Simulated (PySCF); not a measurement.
**SbOF at several levels of theory**

All levels use the PBE0 minimum (singlet; Sb–F 1.916 Å, Sb–O 1.787 Å; F–Sb–O 103.1°), basis [Sb def2-TZVP with ECP28, O def2-TZVP, F def2-TZVP], scalar-relativistic core potentials, density fitting, no spin–orbit coupling, PySCF. For vertical energies the ionised species is a doublet (spins chosen at PBE0 and kept) and the electron-attached one a doublet. Atomisation goes to high-spin ground-configuration atoms, without zero-point energy. Open shells are unrestricted, also as the reference of the correlated levels. A dash marks a value that was not computed or is not defined at that level.

| level | atomisation (kJ/mol) | vertical IP (eV) | vertical EA (eV) | −ε(HOMO) (eV) | gap (eV) | dipole (D) |
| --- | --- | --- | --- | --- | --- | --- |
| PBE0 | 837 | 10.55 | 1.35 | 8.49 | 4.96 | 4.10 |
| HF | ? | ? | ? | ? | ? | ? |
| MP2 | 896 | 11.30 | 0.93 | – | – | – |
| PBE | 953 | 10.64 | 1.10 | 6.99 | 2.79 | 3.77 |
| B3LYP | ? | ? | ? | ? | ? | ? |
| r2SCAN | 876 | 10.60 | 1.31 | 7.33 | 3.11 | 3.89 |
| TPSSh | 857 | 10.53 | 1.24 | 7.68 | 3.78 | 3.91 |
| PBEsol | 1013 | 10.72 | 1.10 | 7.03 | 2.79 | 3.75 |
| BHandHLYP | 739 | 10.26 | 1.44 | 9.88 | 7.10 | 4.48 |

Problem. Fill in the row of HF.

Solution. atomisation (kJ/mol) 315, vertical IP (eV) 8.73, vertical EA (eV) 1.26, −ε(HOMO) (eV) 11.87, gap (eV) 11.20, dipole (D) 4.85.

Problem. Fill in the row of B3LYP.

Solution. atomisation (kJ/mol) 870, vertical IP (eV) 10.67, vertical EA (eV) 1.32, −ε(HOMO) (eV) 8.25, gap (eV) 4.50, dipole (D) 4.13.

Without diffuse functions attachment energies tend to come out too low.
